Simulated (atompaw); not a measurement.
**Before and after: PAW (atompaw) potential for thallium**

atompaw 4.2.0.5 input, output lines left out:

```
Tl 81
GGA-PBESOL scalarrelativistic loggrid 2001 logderivrange -3 5 201
6 6 5 4 0 0
6 1 1
0 0 0
c
c
c
c
c
v
c
c
c
c
v
c
c
v
c
3
3.00 2.45 2.20 1.85
y
1.85
n
y
0.35
n
y
0.1
n
y
0.4
y
2.6
n
custom rrkj gramschmidtortho sinc
4 0 troulliermartins
3.00
1.95
3.00
3.00
3.00
3.00
3.00
3.00
```

Change: local potential bessel scheme, radius 2.20 bohr.

Cutoffs: the cutoffs (Ry, on a coarse ladder) from which the occupation-weighted sum of valence levels, in a spherical-Bessel basis at the reference potential, stays within 10 and 1 mRy of its value at 400 Ry; they do not see the model core or the augmentation charge, which bear on the density cutoff.

What does the change do?

The potential gets neither clearly harder nor softer (12 Ry and 18 Ry → 12 Ry and 18 Ry); the bound ghost in s disappears; the range in which the p phases agree widens (upper end 2.0 → 3.1). A state that the projectors do not describe sees the local part alone, so a deeper or shallower local part can create or remove a ghost.

```tsv
quantity	base	changed
cutoff, loose	12 Ry	12 Ry
cutoff, tight	18 Ry	18 Ry
bound ghosts	s	none
s: phases at 3.01 bohr within 0.05 rad from the reference energy up to (Ry; the scan ends near 5)	to the end of the scan	to the end of the scan
p: phases at 3.01 bohr within 0.05 rad from the reference energy up to (Ry; the scan ends near 5)	2.0	3.1
d: phases at 3.01 bohr within 0.05 rad from the reference energy up to (Ry; the scan ends near 5)	1.0	1.0
f: phases at 3.01 bohr within 0.05 rad from the reference energy up to (Ry; the scan ends near 5)	4.0	3.7
lowest overlap eigenvalue by channel	s 0.22, p 0.42, d 0.81, f 0.88	s 0.47, p 0.58, d 0.87, f 0.82
```

 A true bound ghost makes a file unfit for plane-wave use even where its test errors are small: the radial tests pick states by their node count and pass the ghost by. The cutoffs see the waves, projectors and local potential, not the compensation charge or the core.
